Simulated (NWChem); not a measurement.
## Correlation energy of boron oxyfluoride (BFO)

```xyz
3

F      0.0000     0.0000    -1.1962
B      0.0000     0.0000     0.0865
O      0.0000     0.0000     1.2917
```
Charge 0, spin multiplicity 1.

Program: NWChem. The geometry was optimised at PBE0/def2-SVP, a minimum by its harmonic frequencies.

Basis set: 3-21G. Each correlation energy counts from its own Hartree-Fock reference.

The correlated methods keep 3 core orbitals frozen. Coupled-cluster values serve here as a point of comparison, not as the truth.

One of these methods gave a correlation energy of -302.9 mHa. Which?
A. MP2
B. CR-CCSD(T)
C. CR-CCSD[T]
D. SCS-MP2

A, MP2. The others give -291.9 (SCS-MP2), -307.7 (CR-CCSD[T]), -306.0 (CR-CCSD(T)).
